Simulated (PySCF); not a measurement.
**Two-component Hartree-Fock for F²⁺ (fluorine, charge +2)**

Start: [He] 2s2 2p3; 2p1/2 filled at m_j = -1/2, +1/2; 2p3/2 filled at m_j = +3/2. Calculated with PySCF 2.14 in x2c-TZVPPall-2c (5s3p2d1f, 31 functions): generalised Hartree-Fock with the X2C-1e Hamiltonian and a Gaussian nucleus; one run each with spin-orbit coupling (SO) switched off, then screened by Boettger's factors.

| spinor shell | electrons | ε, spin-free (eV) | ε, screened SO (eV) | weight of nominal j (screened SO) | rms radius, screened SO (bohr) |
| --- | --- | --- | --- | --- | --- |
| 1s1/2 | 2 | -764.65 | -764.65 | 1.000 | 0.203 |
| 2s1/2 | 2 | -79.521 | -79.521 | 1.000 | 1.01 |
| 2p1/2 | 2 | -63.879 | -63.895 | 0.504 | 0.978 |
| 2p3/2 | 1 | -63.879 | -63.846 | 1.000 | 0.979 |

```json
{"quantity": "E (hartree)", "spin-free": "-97.69680", "screened SO": "-97.69682"}
{"quantity": "M_J", "spin-free": "3/2", "screened SO": "3/2"}
{"quantity": "⟨J²⟩", "spin-free": "3.754", "screened SO": "3.754"}
{"quantity": "⟨L²⟩", "spin-free": "0.000", "screened SO": "0.000"}
{"quantity": "⟨S²⟩", "spin-free": "3.754", "screened SO": "3.754"}
```

Each row is a mean over spinors that exchange with the open shell spreads, by up to 17.318 eV (2s1/2).

Rows whose weight is well below 1 are mixtures of j = l ± 1/2: exchange outweighs spin-orbit coupling there, and the label is only the starting occupation.

Without spin-orbit coupling the j labels of p, d and f shells carry no meaning; the spin-free column gives the mean over the occupied spinors of each nl shell.
